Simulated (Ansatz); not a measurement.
GaH3⁺, relaxed as a doublet with UKS r2SCAN-D4/def2-TZVP in Ansatz, starting from the r2SCAN-D4/def2-TZVP geometry of the neutral singlet. Force threshold 0.02 eV/Å.

Start:

```tsv
atom	x (Å)	y (Å)	z (Å)
Ga1	0.000	0.000	0.001
H2	1.066	-1.111	-0.265
H3	-1.519	-0.365	0.028
H4	0.453	1.476	0.236
```

```tsv
step	energy (eV)	largest force component (eV/Å)	SCF passes
1	-52414.5016	2.990	46
2	-52415.0290	2.026	36
3	-52415.2538	0.757	33
4	-52415.3182	0.262	33
5 (rejected)	-52415.3171	0.253	31
6	-52415.3271	0.014	32
7	-52415.3273	0.015	34
8	-52415.3277	0.010	34
9	-52415.3279	0.024	28
10	-52415.3310	0.240	36
11	-52415.3314	0.088	31
12	-52415.3329	0.009	33
```

Force components are those of the run's own axes.

End:

Cartesian coordinates in Å:
```
Ga -0.173 0.335 0.071
H 0.815 -1.216 -0.268
H -1.311 -0.710 -0.046
H 0.669 1.590 0.244
```

By distances, no bond broke or formed. The bond that changes most is Ga1–H2, from 1.56 to 1.87 Å (atoms count from 1). A close non-bonded pair moves further: H2–H3, from 2.71 to 2.20 Å.

The force fell under the threshold at step 6, but the optimiser went on and released 0.006 eV more. No frequencies were taken in this run, so the end may be a saddle point.

Run time 13 s (4 threads of Arm Neoverse V2 on a shared host).
